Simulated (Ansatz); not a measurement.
A nudged elastic band was laid between two geometries of BrH + ClH5Si2 (10 atoms, charge 0, multiplicity 1).

Method: RKS r2SCANh/def2-SVP (Ansatz 0.2.0).

```yaml
movable_images: 5
climbing_image: yes
spring: 5.0 eV/Å²
optimiser: quadratic models (default)
start_path: through a guess of the saddle point
force_threshold: 0.05 eV/Å
iteration_limit: 60
end_points: relaxed
```

Image 0:

```xyz
10
Properties=species:S:1:pos:R:3
Si 0.210 -0.043 -0.076
Cl 0.456 0.059 2.009
H 1.583 -0.089 -0.648
Si -0.974 1.857 -0.811
H -2.209 1.454 -1.541
H -1.313 2.713 0.360
H -0.091 2.624 -1.740
H -0.485 -1.323 -0.376
Br -3.272 -0.003 1.585
H -1.980 0.012 2.199
```

Image 6:

```xyz
10
Properties=species:S:1:pos:R:3
Si -0.613 -0.368 -0.403
Cl 0.080 1.195 2.955
H 0.682 -0.626 0.279
Si -1.019 1.886 -0.897
H -2.278 1.960 -1.695
H -1.168 2.663 0.363
H 0.110 2.431 -1.709
H -0.716 -1.233 -1.611
Br -2.251 -1.049 0.998
H -0.903 0.401 2.681
```

**Question.** Which bonds break or form, and what moves?

**Answer.** Bonds broken: Si1–Cl2, Br9–H10. Bonds formed: Si1–Br9, Cl2–H10. BrH + ClH5Si2 becomes BrH5Si2 + ClH.

**Question.** Give the energies along the band, and the barrier.

**Answer.** The forces met the threshold. The highest image is number 3 of 0 to 6, 1.37 eV above the first end and 1.38 eV above the last; the last end lies 0.01 eV below the first. A vibrational analysis at the climbing image gives one clearly imaginary mode, 384i cm⁻¹: a first-order saddle point. The orbitals stay closed-shell, which can raise the energy where a bond breaks towards radicals; this wasn't checked here.

```
image  path coordinate (Å)  energy (eV)  Si1–Cl2 (Å)  Br9–H10 (Å)  Si1–Br9 (Å)
    0                 0.00         0.00         2.10         1.43         3.86
    1                 0.59         0.10         2.12         1.44         3.47
    2                 1.19         0.70         2.23         1.52         3.03
    3                 1.78         1.37         2.54         1.82         2.67
    4                 2.52         0.66         3.09         2.09         2.37
    5                 3.26         0.07         3.59         2.36         2.27
    6                 4.00        -0.01         3.77         2.60         2.26
```

**Question.** What is the geometry of the highest image?

**Answer.** 
```xyz
10
Properties=species:S:1:pos:R:3
Si -0.275 -0.123 -0.097
Cl 0.218 0.292 2.364
H 1.216 -0.211 -0.112
Si -1.064 1.939 -0.860
H -2.341 1.719 -1.591
H -1.282 2.814 0.324
H -0.060 2.570 -1.768
H -0.698 -1.349 -0.827
Br -2.581 -0.436 1.221
H -1.207 0.046 2.306
```

**Question.** What are the harmonic wavenumbers there?

**Answer.** 384i, 52, 103, 143, 238, 262, 360, 436, 523, 569, 585, 611, 765, 842, 880, 929, 939, 1034, 1370, 2209, 2230, 2245, 2255, 2266 cm⁻¹.

Run time: 4.2 min on 4 threads of Arm Neoverse V2, on a shared host, peak memory 0.33 GiB.
